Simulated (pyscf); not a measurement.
# O=SnH–SH, singlet

Gas-phase minimum from PySCF at ωB97X-D3(BJ)/def2-SVP, one conformer. O=SnH–SH lies 62.1 kcal/mol over its isomer HO–Sn:–SH [singlet], and others may lie lower still (electronic energy, ωB97M-D3(BJ)). 

```xyz
5

O      1.8457    -1.4869    -0.3113
Sn     0.2494    -0.7285    -0.7958
S     -0.4375     1.3969     0.0148
H     -1.0002    -1.2708    -1.8199
H      0.6829     1.5523     0.7492
```

Bond lengths (Å): O1–Sn2 1.833, Sn2–S3 2.376, Sn2–H4 1.704, S3–H5 1.349. Angles (°): O1–Sn2–S3 122.1, O1–Sn2–H4 131.7, S3–Sn2–H4 106.1, Sn2–S3–H5 92.8.

Properties at ωB97X-D3(BJ)/def2-SVP:

```json
{
 "harmonic_wavenumbers_unscaled": "143, 270, 387, 410, 554, 740, 858, 1971, 2757 cm⁻¹",
 "zero_point_energy": "11.6 kcal/mol",
 "rotational_symmetry_number": "1",
 "Entropy of this conformer at 298 K and 1 atm, rigid rotor and harmonic oscillator, modes under 100 cm⁻¹ raised to 100": "310.4 J/(mol K)",
 "dipole_moment": "3.09 D"
}
```

Single-point totals, which compare only within one level (frozen core for MP2 and CC):

```
level                   total energy (hartree)
----------------------  ----------------------
ωB97X-D3(BJ)/def2-TZVP              -689.03532
PBE/def2-TZVP                       -688.69711
r²SCAN/def2-TZVP                    -688.95935
B3LYP-D3(BJ)/def2-TZVP              -689.03873
PBE0-D3(BJ)/def2-TZVP               -688.72608
M06-2X/def2-TZVP                    -688.81749
ωB97M-D3(BJ)/def2-TZVP              -689.03472
HF/def2-TZVPP                       -686.90827
MP2/def2-TZVPP                      -687.66020
CCSD/def2-TZVPP                     -687.66275
CCSD(T)/def2-TZVPP                  -687.69763
```

Soft torsions are taken as harmonic, which can shift the entropy by several J/(mol K). The CCSD(T) − MP2 part came from Ansatz, without density fitting, on the same reference. The frozen core leaves the outer d or s,p core shells of the metals and heavy elements correlated in the MP2 and CC values, and def2-TZVPP describes them poorly, so these totals are far from the basis limit. Elements past Kr carry the def2 core potentials, without spin-orbit coupling.
